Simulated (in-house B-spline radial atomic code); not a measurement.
Values are calculated unless marked as measured or tabulated.
**Correlation energy from the adiabatic connection: ω²r²/2 − Z/r, ω = 0.589, Z = 1.5**

Two electrons in a singlet, external potential ω²r²/2 − Z/r, ω = 0.589, Z = 1.5 (atomic units). Full CI in B-splines (partial waves to l = 8, correlation up to 0.6 % small) with the density held fixed gives W(λ) = <V_ee>_λ − U, and E_c is the integral of W(λ) − W(0) from 0 to 1.

```csv
λ,W(λ) − W(0) (hartree)
0,0.00000
0.02,-0.00183
0.05,-0.00455
0.12,-0.01075
0.25,-0.02171
0.4,-0.03356
0.6,-0.04815
0.8,-0.06153
1,-0.07383
```

**Question.** Integrate the table by the trapezoid rule.

**Answer.** The strips give -0.00002, -0.00010, -0.00054, -0.00211, -0.00415, -0.00817, -0.01097, -0.01354, which sum to -0.03958 hartree. The direct value, W(1) − W(0) + T_c with T_c = 0.03417, is -0.03966; the curve is convex, so chords lie above it and the trapezoids fall short in size by 0.19 %.

**Question.** Now use only three numbers: W(0) = -0.93459, the initial slope W'(0) = -0.0922 (extrapolated from the first points) and the strong-coupling limit of the point-charge-plus-continuum model, W∞ = -1.3115. What do second-order theory and the interpolation W(λ) = W∞ + (W(0) − W∞)/√(1 + 2χλ) of Seidl, Perdew and Levy give?

**Answer.** Second order keeps the slope alone: E_c = W'(0)/2 = -0.04610, +16 % in size against -0.03966. Matching the slope fixes χ = W'(0)/(W∞ − W(0)) = -0.0922/(-0.37691) = 0.24462. Integrating, with s = √(1 + 2χ) = 1.220345, E_c = −(W(0) − W∞)(s − 1)/(s + 1) = −0.37691 × 0.220345/2.220345 = -0.03740 hartree, -5.7 % in size against the full result. At λ = 1 the formula gives W − W(0) = -0.06805 against -0.07383. Part of the miss can come from the model's W∞.
